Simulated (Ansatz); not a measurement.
Calculated with Ansatz (gas phase, PBE0-D4/def2-TZVP geometries, no zero-point term in ΔE). CBS: MP2 limit from def2 TZ/QZ plus the TZ coupled-cluster correction, frozen cores. This one scheme is used for every species. Each species was taken in one conformer, which may not be the lowest.

Reaction (cleavage of the Si–Si bond): `CO[SiH]([SiH3])S` + `COB(C)O` → `COB(C)O[SiH3]` + `CO[SiH2]S`

| species | HF/CBS(def2) energy (Eh) |
| --- | --- |
| `CO[SiH]([SiH3])S` | -1092.97235 |
| `COB(C)O` | -254.45633 |
| `COB(C)O[SiH3]` | -544.61542 |
| `CO[SiH2]S` | -802.85551 |

Question: Work out ΔE.

Answer: ΔE = (-544.61542) + (-802.85551) − (-1092.97235) − (-254.45633) = -0.04225 Eh = -1.15 eV. CCSD(T)/CBS gives -0.83 eV.

Largest T1 diagnostic among the species: 0.012.

The D4 term adds +0.03 eV with B3LYP and +0.02 eV with PBE0; it sums over pairs of atoms, weighted by their polarisabilities, and B3LYP, whose exchange is more repulsive, gets the larger term. In def2-TZVPP, CCSD(T) changes the Hartree–Fock value by +0.29 eV (the triples alone add +0.04 eV) and MP2 by +0.23 eV.

B3LYP here is the variant with VWN-RPA as its local correlation; programs differ in this.
